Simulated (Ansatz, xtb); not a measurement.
Spectroscopic constants of CoSe, multiplicity 4 (lowest of 2S+1 = 2, 4, 6 at PBE0/def2-TZVPP; our sources give no spin for the ground state, which may be another). No spin–orbit coupling. Co is treated without relativity. Se is treated without relativity.

The constants come from a fifth-degree fit in 1/R (seven points, main isotopes). In def2 and cc sets the state is the lowest found near the PBE0 minimum, followed along R.

Run with Ansatz (Gaussian basis) for Hartree–Fock, density functionals and correlated methods; xtb for the GFN methods.  The GFN methods have no spin term and hold the electronic entropy of 300 K.

```
level                 r_e (Å)  ω_e (cm⁻¹)  α_e (cm⁻¹)  B_e (cm⁻¹)  dipole (D)
--------------------  -------  ----------  ----------  ----------  ----------
GFN1-xTB                2.073         426     0.00078       0.116           -
GFN2-xTB                2.081         372     0.00090       0.115           -
SVWN5/def2-TZVPP        2.071         399     0.00044       0.116        3.18
PBE/def2-TZVPP          2.113         376     0.00044       0.111        3.53
B97M-V/def2-TZVPP       2.112         381     0.00042       0.111        4.31
B3LYP/def2-TZVPP        2.118         378     0.00041       0.111        4.41
BHLYP/def2-TZVPP        2.135         371     0.00041       0.109        6.02
CAM-B3LYP/def2-TZVPP    2.132         308     0.00050       0.109        4.76
wB97X-V/def2-TZVPP      2.139         305     0.00055       0.109        5.13
wB97M-V/def2-TZVPP      2.147         303     0.00056       0.108        4.93
B2PLYP/def2-TZVPP       2.071         416     0.00032       0.116           -
```

Correlated levels freeze the inner cores; with def2 sets outer-core shells near the valence are correlated too.

Ansatz is a quantum-chemistry and plane-wave program.
